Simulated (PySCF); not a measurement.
SeClBr, SMILES Cl[Se]Br.

Geometry optimised at B3LYP-D3(BJ)/def2-TZVP.

Method: B3LYP-D3(BJ)/def2-TZVP (PySCF).

Frequencies are harmonic and unscaled.

| mode | ν (cm⁻¹) | IR (km/mol) | moving atoms (share of kinetic energy) |
|---|---|---|---|
| 1 | 129 | 0.3 | Cl 54 %, Br 27 %, Se 19 % |
| 2 | 291 | 17.2 | Se 52 %, Br 47 % |
| 3 | 398 | 31.0 | Cl 69 %, Se 31 % |
